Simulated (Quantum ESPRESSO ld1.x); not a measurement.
Problem. These are the eigenvalues of the occupied orbitals of an atom or ion with whole-number occupations (hartree). Calculated with ld1.x of Quantum ESPRESSO 7.5: Dirac Kohn-Sham, relativistic LDA (MacDonald-Vosko exchange, VWN5 correlation), spin-unpolarised, spherical densities, point nucleus.

1s1/2: -1650.26
2s1/2: -390.156
2p1/2: -383.161
2p3/2: -364.946

Which element is it, and in what charge state? The configuration may be excited. Open shells, if any, are shared by 2j + 1.

Solution. Z = 58, cerium, charge +52: Ce52+ in [He] 2s2 2p2. The list shows which subshells hold electrons but not how many an open one holds; the 1s level, -1650.3 hartree, gives Z - s = 57.5 by -(Z - s)^2/2, which with screening and relativity narrows Z to a few neighbours, and the depths of the outer levels then fix element, charge and occupations together.
